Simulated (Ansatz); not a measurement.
Born–Oppenheimer molecular dynamics of ClH$_{9}$O$_{3}$Si$_{4}$ (17 atoms, charge 0, multiplicity 1). It starts from a relaxed structure.

Method: RKS PBE/STO-3G (Ansatz).

```
ensemble                      : NVE (velocity Verlet)
time step                     : 1 fs
steps asked                   : 150
starting velocities drawn for : 1000 K
seed                          : 75908
```

First frame:

```xyz
17
Properties=species:S:1:pos:R:3
Si -0.129 -0.083 -0.385
Cl -0.208 0.017 1.785
O 1.463 -0.018 -0.931
Si 2.517 -1.328 -0.553
H 2.028 -2.595 -1.098
H 3.785 -0.988 -1.182
H 2.702 -1.486 0.889
O -0.774 1.306 -1.081
Si -2.467 1.588 -0.921
H -2.884 1.660 0.479
H -2.701 2.868 -1.573
H -3.255 0.552 -1.587
O -0.936 -1.468 -0.910
Si -1.567 -2.640 0.179
H -0.532 -3.217 1.034
H -2.638 -2.097 1.012
H -2.111 -3.678 -0.687
```

**Question.** How far do the bonds stretch over the last three quarters of this one trajectory? (Pairs bonded in most of those frames.)

**Answer.** 
```json
{"bond": "Si1–Cl2", "mean (Å)": "2.179", "spread (Å)": "0.041", "shortest": "2.11", "longest": "2.25"}
{"bond": "Si1–O3", "mean (Å)": "1.679", "spread (Å)": "0.043", "shortest": "1.61", "longest": "1.77"}
{"bond": "Si1–O8", "mean (Å)": "1.678", "spread (Å)": "0.025", "shortest": "1.63", "longest": "1.72"}
{"bond": "Si1–O13", "mean (Å)": "1.701", "spread (Å)": "0.045", "shortest": "1.61", "longest": "1.78"}
{"bond": "O3–Si4", "mean (Å)": "1.728", "spread (Å)": "0.053", "shortest": "1.63", "longest": "1.83"}
{"bond": "Si4–H5", "mean (Å)": "1.471", "spread (Å)": "0.031", "shortest": "1.42", "longest": "1.54"}
{"bond": "Si4–H6", "mean (Å)": "1.468", "spread (Å)": "0.026", "shortest": "1.42", "longest": "1.51"}
{"bond": "Si4–H7", "mean (Å)": "1.467", "spread (Å)": "0.012", "shortest": "1.44", "longest": "1.50"}
{"bond": "O8–Si9", "mean (Å)": "1.724", "spread (Å)": "0.028", "shortest": "1.68", "longest": "1.78"}
{"bond": "Si9–H10", "mean (Å)": "1.466", "spread (Å)": "0.023", "shortest": "1.42", "longest": "1.52"}
{"bond": "Si9–H11", "mean (Å)": "1.463", "spread (Å)": "0.030", "shortest": "1.41", "longest": "1.51"}
{"bond": "Si9–H12", "mean (Å)": "1.463", "spread (Å)": "0.027", "shortest": "1.42", "longest": "1.51"}
{"bond": "O13–Si14", "mean (Å)": "1.728", "spread (Å)": "0.044", "shortest": "1.66", "longest": "1.80"}
{"bond": "Si14–H15", "mean (Å)": "1.464", "spread (Å)": "0.053", "shortest": "1.36", "longest": "1.58"}
{"bond": "Si14–H16", "mean (Å)": "1.467", "spread (Å)": "0.065", "shortest": "1.37", "longest": "1.57"}
{"bond": "Si14–H17", "mean (Å)": "1.470", "spread (Å)": "0.073", "shortest": "1.35", "longest": "1.59"}
```

Mean temperature of the second half: 535 K. The conserved energy stayed within 1.7 meV per atom of its start (net change 0.86 meV per atom), so the integration is sound. Over the second half the temperature averaged 0.54 of the 1000 K drawn at the start: a run that starts near a minimum puts about half its kinetic energy into the potential. A run of 0.15 ps of so small a system gives no equilibrium averages. Limits of this set-up: minimal basis.

The run took 17 min on 1 thread of Arm Neoverse V1, on a shared host, peak memory 0.14 GiB.
